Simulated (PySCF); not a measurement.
Species: C6H10Cl2OSi.
Numbering: `[CH3:1][C:2](=[O:3])[C@@H:4]1[CH2:5][C@:6]1([SiH3:7])[CH:8]([Cl:9])[Cl:10]`

Cartesian coordinates in Å at the GFN2-xTB level; atoms count from 1:
```
atom  x, y, z in Å
C1     2.6668    0.8859   -0.2702
C2     1.7241   -0.2549    0.0071
O3     1.9313   -1.3854   -0.3711
C4     0.5112    0.1266    0.7766
C5    -0.2939   -0.9525    1.4450
C6    -0.8606   -0.2722    0.2420
Si7   -2.3178    0.9274    0.4677
C8    -0.8785   -1.0499   -1.0348
Cl9   -0.4662    0.0150   -2.4049
Cl10  -2.5071   -1.7020   -1.2904
H11    2.1426    1.6522   -0.8384
H12    3.0032    1.3260    0.6662
H13    3.5239    0.5328   -0.8366
H14    0.5671    1.0941    1.2587
H15    0.0738   -1.9630    1.3330
H16   -0.7237   -0.7396    2.4120
H17   -1.8616    1.9275    1.4383
H18   -3.4358    0.1689    1.0213
H19   -2.6312    1.5574   -0.8073
H20   -0.1726   -1.8837   -1.0613
```

Definitions: NICS(0) = −σiso at the ring centroid; NICS(1) = −σiso and NICS(1)zz = −σzz at ±1 Å along the ring normal z. Level: GIAO PBE0/pcSseg-1 (PySCF, non-relativistic, gas phase) on the GFN2-xTB geometry, one conformer.

Ring bond lengths (Å), with Mayer bond orders in brackets: C4–C5 1.503 (0.91), C5–C6 1.494 (0.94), C6–C4 1.525 (0.88).

Question: Give the NICS values of each ring in ppm.

Answer: 
| ring | type | NICS(0) | NICS(1), two faces | NICS(1)zz, two faces | rms pucker (Å) | centre to ring atoms, mean (Å) |
| --- | --- | --- | --- | --- | --- | --- |
| C4–C5–C6 | 3-membered carbocycle; formal bonds all single | -43.5 | -9.1 / -7.4 | -23.7 / -17.8 | 0.00 | 0.87 |

Question: What do they say, and how far can they be read as aromaticity?

Answer: 
- C4–C5–C6: mean NICS(1)zz -20.7 ppm, shielded. C4, C5, C6 have four or more neighbours, and the NICS criterion for π rings isn't applied. The two faces differ by 5.9 ppm, so no symmetry operation interchanges them. NICS(0) lies 35 ppm below the mean NICS(1).

Question: What field does 14.1 T along the ring normal induce along that normal at the second NICS(1) probe listed for ring C4–C5–C6, 1 Å off the ring?

Answer: NICSzz × B0 = -17.8 ppm × 14.1 T = -251 μT, against the applied field.

Question: Give the inner angles of the rings and the Hirshfeld charges of the ring atoms.

Answer: 
- C4–C5–C6: C4 59.1° (-0.053 e), C5 61.2° (-0.075 e), C6 59.7° (-0.093 e); sum 180.0° against 180° for a flat convex ring.

Question: How shielded are the nuclei of the rings and their hydrogens (means over atoms taken as equivalent)?

Answer: 
| atoms | environment | σ isotropic (ppm) | principal values of the symmetric part, first atom (ppm) |
| --- | --- | --- | --- |
| C4 | sp3 carbon next to a carbonyl | 150.5 | 115.1, 145.5, 190.8 |
| C5 | three-membered-ring carbon | 162.5 | 139.5, 167.1, 181.0 |
| C6 | sp3 carbon bound to silicon | 154.1 | 119.9, 154.6, 187.7 |
| H14 | methine hydrogen | 29.55 | 23.5, 29.1, 36.1 |
| H15 | methylene hydrogen | 29.90 | 25.0, 28.0, 36.8 |
| H16 | methylene hydrogen | 30.69 | 24.9, 27.0, 40.2 |

Hardware: an Intel Xeon at 2.50 GHz with one thread, shared host with 64 logical CPUs at a one-minute load of 62. Cost: 2.4 min, 1.1 GiB resident at most. This is the whole shielding run at PBE0/pcSseg-1, SCF included.
